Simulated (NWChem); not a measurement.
CH3F3Zr; SMILES [CH3][Zr]([F])([F])[F]

Program: NWChem. Medium grid unless said otherwise, to which SCAN and Minnesota functionals are sensitive. The geometry was optimised at PBE0/def2-SVP. No frequency run checked for a minimum. def2 effective core potentials on Zr; no spin-orbit coupling.

For level LC-wPBE (HJS exchange hole, range parameter 0.4 per bohr)/def2-SVP:

* **highest occupied level (eV)**: -11.13
* **orbital gap (eV)**: 12.45
* **dipole (D)**: 0.86

**Question.** How do the values read with level r2SCAN/def2-SVP instead?

**Answer.** 
| Property | Value |
|---|---|
| highest occupied level (eV) | -7.28 |
| orbital gap (eV) | 5.39 |
| dipole (D) | 1.06 |
